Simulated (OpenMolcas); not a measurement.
## Cr3+: effect of the IPEA shift

| Quantity | Value |
| --- | --- |
| Program | OpenMolcas 26.06 |
| Basis | ANO-RCC-VTZP [6s5p3d2f1g] |
| Scalar Hamiltonian | DKH2, point nucleus |
| Active space | 3 electrons in 9 orbitals (RAS2 3d 4s; RAS3 4p, at most 2 electrons) |
| State averaging | 2S+1 = 4 even, 20 roots; 2S+1 = 2 even, 64 roots kept (CI in the orbitals of an earlier block); 2S+1 = 4 odd, 21 roots; 2S+1 = 2 odd, 12 roots kept (CI in the orbitals of an earlier block) |
| Spin-orbit coupling | RASSI with atomic mean-field integrals over the reference wave functions, term energies averaged over their components |

Methods on the same reference wave functions:
A. RASSCF
B. MS-RASPT2, IPEA 0 Eh, imaginary shift 0.1 Eh (closed shells correlated: 3s 3p)
C. MS-RASPT2, IPEA 0.25 Eh, imaginary shift 0.1 Eh (closed shells correlated: 3s 3p)

Energies in eV above 3d3 4F 3/2, the measured ground level; measured values from Sugar and Corliss, J. Phys. Chem. Ref. Data 6, 317 (1977).

| Level | A | B | C | Measured |
| --- | --- | --- | --- | --- |
| 3d3 4F 3/2 | 0.0000 | 0.0000 | 0.0000 | 0.0000 |
| 3d3 4F 5/2 | 0.0316 | 0.0319 | 0.0319 | 0.0292 |
| 3d3 4F 7/2 | 0.0750 | 0.0754 | 0.0754 | 0.0689 |
| 3d3 4F 9/2 | 0.1292 | 0.1293 | 0.1293 | 0.1172 |
| 3d3 4P 1/2 | 2.2536 | 1.751 | 1.781 | 1.7431 |
| 3d3 4P 3/2 | 2.2677 | 1.764 | 1.794 | 1.7577 |
| 3d3 2G 7/2 | 2.3016 | 1.827 | 1.898 | 1.8662 |
| 3d3 4P 5/2 | 2.3042 | 1.802 | 1.832 | 1.7942 |
| 3d3 2G 9/2 | 2.3479 | 1.874 | 1.945 | 1.9096 |
| 3d3 2P 1/2 | 3.0268 | 2.370 | 2.437 | 2.4201 |
| 3d3 2P 3/2 [74 %] | 3.0433 | 2.369 | 2.439 |  |
| 3d3 2H 9/2 | 3.0658 | 2.626 | 2.677 | 2.6118 |
| 3d3 2H 11/2 | 3.1013 | 2.662 | 2.712 | 2.6434 |
| 3d3 2D 3/2(1) | 3.2955 | 2.541 | 2.617 | 2.5603 |
| 3d3 2D 5/2(1) | 3.3270 | 2.553 | 2.634 | 2.5620 |
| 3d3 2F 7/2 | 5.2757 | 4.273 | 4.345 | 4.2604 |
| 3d3 2F 5/2 | 5.2957 | 4.293 | 4.364 | 4.2844 |
| 3d3 2D 5/2(2) | 8.2094 | 6.729 | 6.780 | 6.5681 |
| 3d3 2D 3/2(2) | 8.2343 | 6.752 | 6.805 | 6.5888 |
| 3d2 4s 4F 3/2 | 13.5934 | 13.595 | 13.591 | 12.8937 |
| 3d2 4s 4F 5/2 | 13.6239 | 13.626 | 13.622 | 12.9262 |
| 3d2 4s 4F 7/2 | 13.6672 | 13.669 | 13.665 | 12.9723 |
| 3d2 4s 4F 9/2 | 13.7233 | 13.725 | 13.721 | 13.0312 |
| 3d2 4s 2F 5/2 | 14.4450 | 14.269 | 14.259 | 13.6308 |

Deviations, from unrounded energies. A percentage is the sum of absolute deviations over the sum of measured energies, with the sign that they share, or ± where signs differ.

```
                        Against measurement  Levels      A     B     C
             mean absolute deviation (cm-1)      22   5300  1500  1600
      fine structure of the ground term (%)       3   +9.5  +9.9  +9.9
other terms of the ground configuration (%)      14  +24.6  ±1.3  +2.4
                   other configurations (%)       5   +5.5  +5.2  +5.2
```

B lies closest to measurement on these levels and A furthest from it. The largest miss of B in the table is 3d2 4s 4F 3/2, by +5700 cm-1. The ranking rests on the paired levels alone, and a cruder setting can come out closer through cancelling errors.

Between B and C the level of the table that moves most is 3d3 2D 5/2(1), by 650 cm-1 (lowest in B, highest in C). Moves below CASPT2's spread within the term are not significant.

The mean deviations of B to C differ by less than CASPT2's widest spread within a term (1400 cm-1), so their order carries little weight.

From A to B the spin-free energies of the other terms of 3d3 shown, above 4F, scale by factors of 0.76 to 0.85, as is usual when dynamic correlation screens the repulsion within a d or f shell.

The lowest spin-free term lies below A's lowest term by 0.348 hartree in B, 0.342 hartree in C.

CASPT2 does not keep the components of a term degenerate, so their means are used; among the terms shown or strongly mixed into the levels shown the widest spread is 1400 cm-1 (3d2 4s 4F, B). Terms from blocks run as CI alone lack orbitals of their own. A single d shell beside an s shell can misplace configurations of different d count against each other. Without dynamic correlation excited terms often stand tens of per cent too high (terms of higher spin than the ground term too low), and those without a measured partner can miss by more than the paired ones (holds for A). Measured partners are found by configuration, term and J. A level has none where our copy of the source lacks it or the pairing is in doubt (some pairs that miss far off the trend of their configuration count as doubtful), and it then counts in no deviation. Only configurations of the active space appear. Levels that lie high or do not pair safely by name in every column are left out.

A share in square brackets marks a mixed level and gives the weight of the term that names it, the lowest over the columns. A number in round brackets counts repeated terms of one configuration in the order of the reference energies.
